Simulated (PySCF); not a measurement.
HSZn, SMILES [SH][Zn+], charge +1. Atoms are numbered in the order given.

```xyz
3

Zn     0.0018     0.7873     0.0000
S     -0.0827    -1.3838     0.0000
H      1.2672    -1.4786     0.0000
```
Charge +1, spin multiplicity 1.

Coordinates come from a B3LYP-D3(BJ)/def2-TZVP optimisation. The spin state was assumed, not searched. The isomer is the one that the SMILES or the coordinates give; other isomers of the formula were not compared.

Two levels are set side by side: PBE/pcSseg-2 (PySCF) and B3LYP/pcSseg-2 (PySCF). GIAO shifts against H2S (³³S), TMS (¹H) at the same level; non-relativistic, no solvent, atoms listed together averaged. Differences are taken from unrounded values.

```csv
quantity,B3LYP,PBE,PBE minus B3LYP
δ(³³S) of S2 (ppm),581.2,633.2,52.0
δ(¹H) of H3 (ppm),7.66,8.39,0.73
```

Rough cost on one machine, each run with all the roots and properties that it gave: B3LYP against PBE within a factor of 2.
